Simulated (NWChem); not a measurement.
SiHF$_{3}$; SMILES F[SiH](F)F

Program: NWChem. Coordinates come from a PBE0/def2-SVP optimisation. Ions are spin-unrestricted doublets at the neutral geometry; other ion states weren't tried.

Question: Predict the results for CAM-B3LYP/def2-SVP. Quantities: −ε(HOMO) (eV).

Answer: 
| Quantity | Result |
|---|---|
| −ε(HOMO) (eV) | 12.63 |
